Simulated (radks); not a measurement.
Values are calculated unless marked as measured or tabulated.
Q: Dipole-allowed excitations along the series with 3 electrons in [He] 2s1. Level of theory: scalar-relativistic Kohn-Sham, LDA (Slater exchange, VWN5 correlation), spin-polarised, spherical densities, finite nucleus; open shells are filled with parallel spins first; Fermi nuclear charge, rms radius of each element as measured or else 0.836 A^(1/3) + 0.57 fm (a radial shooting solver on a logarithmic mesh with Libxc functionals). Time-dependent linear response with the Hartree and adiabatic LDA kernel, continuum included through the Sternheimer equations, no spin-orbit coupling, so fine structure and intercombination lines are absent. Lines are the poles of the dipole polarisability below minus the highest occupied eigenvalue, found on a grid refined at the orbital gaps; the lowest seven at most are given, and weak or close lines can be missed. The first line takes the name of the lowest orbital gap if no other gap lies below it; otherwise a line is named after a gap within 0.6 % of it, if that gap stands alone.

species  -e(HOMO) (eV)  lowest orbital gap (eV)  first line (eV)       f  strongest line (eV)  its f  static alpha (bohr^3)
P12+            589.61             2s-2p 26.519   28.457 (2s-2p)  0.0976       349.74 (2s-3p)  0.344                0.09240
S13+            683.21             2s-2p 28.848   30.930 (2s-2p)  0.0919       403.61 (2s-3p)  0.349                0.07349
Cl14+           783.75             2s-2p 31.265   33.493 (2s-2p)  0.0870       461.38 (2s-3p)  0.354                0.05925
Ar15+           891.27             2s-2p 33.782   36.158 (2s-2p)  0.0828       523.09 (2s-3p)  0.357                0.04833
K16+            1005.8             2s-2p 36.412   38.936 (2s-2p)  0.0792       588.74 (2s-3p)  0.360                0.03983

Estimate the first line of Si11+, its oscillator strength and the static polarisability.

A: 26.061 eV (2s-2p), f = 0.104, alpha = 0.1181 bohr^3.
